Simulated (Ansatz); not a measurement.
`O[SiH2][S][GeH3]` at its PBE0-D4/def2-TZVP geometry, where that method's forces vanish. Total charge 0; spin multiplicity 1.

| atom | x (Å) | y (Å) | z (Å) |
| --- | --- | --- | --- |
| O1 | 1.187 | -1.425 | -1.537 |
| Si2 | 1.418 | -0.245 | -0.420 |
| S3 | 0.363 | -0.580 | 1.401 |
| Ge4 | -1.468 | 0.592 | 0.920 |
| H5 | 0.285 | -1.668 | -1.755 |
| H6 | 0.989 | 1.078 | -0.949 |
| H7 | 2.865 | -0.266 | -0.124 |
| H8 | -1.157 | 2.095 | 0.951 |
| H9 | -2.501 | 0.222 | 1.991 |
| H10 | -1.981 | 0.196 | -0.476 |

Problem. For each bond, give half the difference of the two atoms' forces along it (eV/Å; positive pushes the atoms apart) under PBE-D4, r2SCAN-D4, B3LYP-D4, ωB97M-V in def2-TZVPP. (Best estimate.)

Solution. Ansatz gave: 
```json
{"bond": "O1–Si2", "length (Å)": "1.641", "PBE-D4": "0.32", "r2SCAN-D4": "0.05", "B3LYP-D4": "0.14", "ωB97M-V": "0.15"}
{"bond": "O1–H5", "length (Å)": "0.958", "PBE-D4": "0.34", "r2SCAN-D4": "0.02", "B3LYP-D4": "-0.02", "ωB97M-V": "-0.06"}
{"bond": "Si2–S3", "length (Å)": "2.132", "PBE-D4": "0.06", "r2SCAN-D4": "0.05", "B3LYP-D4": "0.14", "ωB97M-V": "0.04"}
{"bond": "Si2–H6", "length (Å)": "1.488", "PBE-D4": "0.00", "r2SCAN-D4": "-0.03", "B3LYP-D4": "-0.12", "ωB97M-V": "-0.14"}
{"bond": "Si2–H7", "length (Å)": "1.477", "PBE-D4": "0.07", "r2SCAN-D4": "-0.03", "B3LYP-D4": "-0.16", "ωB97M-V": "-0.18"}
{"bond": "S3–Ge4", "length (Å)": "2.227", "PBE-D4": "0.16", "r2SCAN-D4": "0.04", "B3LYP-D4": "0.23", "ωB97M-V": "0.07"}
{"bond": "Ge4–H8", "length (Å)": "1.535", "PBE-D4": "0.07", "r2SCAN-D4": "-0.04", "B3LYP-D4": "-0.03", "ωB97M-V": "-0.08"}
{"bond": "Ge4–H9", "length (Å)": "1.533", "PBE-D4": "0.08", "r2SCAN-D4": "-0.05", "B3LYP-D4": "-0.06", "ωB97M-V": "-0.09"}
{"bond": "Ge4–H10", "length (Å)": "1.539", "PBE-D4": "0.06", "r2SCAN-D4": "-0.04", "B3LYP-D4": "-0.03", "ωB97M-V": "-0.07"}
```

B3LYP here is the variant with VWN-RPA as its local correlation; programs differ in this.
